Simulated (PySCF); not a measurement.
OsO₃, SMILES [O]=[Os](=[O])=[O] (connectivity only; charge and spin as stated), neutral, multiplicity 3. Atoms are numbered in the order given.

```xyz
4

Os     0.0000     0.0000     0.0294
O      0.0000    -1.5555     0.7147
O      0.0000     0.0000    -1.7086
O      0.0000     1.5555     0.7147
```
Charge 0, spin multiplicity 3.

Geometry: PBE0-D3(BJ)/def2-TZVP. The geometry has at least one imaginary mode, so it is a saddle point at that level. The spin state was assumed, not searched. The def2 effective core potentials stand for the cores of Os; spin–orbit coupling is left out.

Level of theory: TDA-PBE/def2-SVPD in PySCF 2.14.0.

Vertical excitations. Isolated molecule, no solvent.

```json
[
 {"state": "root 1", "energy (eV)": "0.73", "λ (nm)": "1701", "f": "0.001", "main pairs": "α HOMO→LUMO 96 %"},
 {"state": "root 2", "energy (eV)": "1.22", "λ (nm)": "1019", "f": "0.000", "main pairs": "β HOMO→LUMO 99 %"},
 {"state": "root 3", "energy (eV)": "1.82", "λ (nm)": "679", "f": "0.002", "main pairs": "β HOMO−1→LUMO 99 %"},
 {"state": "root 4", "energy (eV)": "1.83", "λ (nm)": "677", "f": "0.002", "main pairs": "β HOMO−2→LUMO 99 %"},
 {"state": "root 5", "energy (eV)": "1.97", "λ (nm)": "629", "f": "0.004", "main pairs": "β HOMO−3→LUMO 100 %"},
 {"state": "root 6", "energy (eV)": "2.95", "λ (nm)": "421", "f": "0.000", "main pairs": "α HOMO−1→LUMO 87 %, β HOMO→LUMO+1 10 %"},
 {"state": "root 7", "energy (eV)": "3.21", "λ (nm)": "386", "f": "0.000", "main pairs": "α HOMO−3→LUMO 77 %, β HOMO−2→LUMO+1 20 %"},
 {"state": "root 8", "energy (eV)": "3.25", "λ (nm)": "381", "f": "0.000", "main pairs": "α HOMO−2→LUMO 92 %"},
 {"state": "root 9", "energy (eV)": "3.26", "λ (nm)": "381", "f": "0.001", "main pairs": "α HOMO−1→LUMO 10 %, β HOMO→LUMO+1 89 %"},
 {"state": "root 10", "energy (eV)": "3.30", "λ (nm)": "376", "f": "0.000", "main pairs": "α HOMO−4→LUMO 38 %, β HOMO→LUMO+2 49 %"}
]
```
Unrestricted roots are not spin-pure.
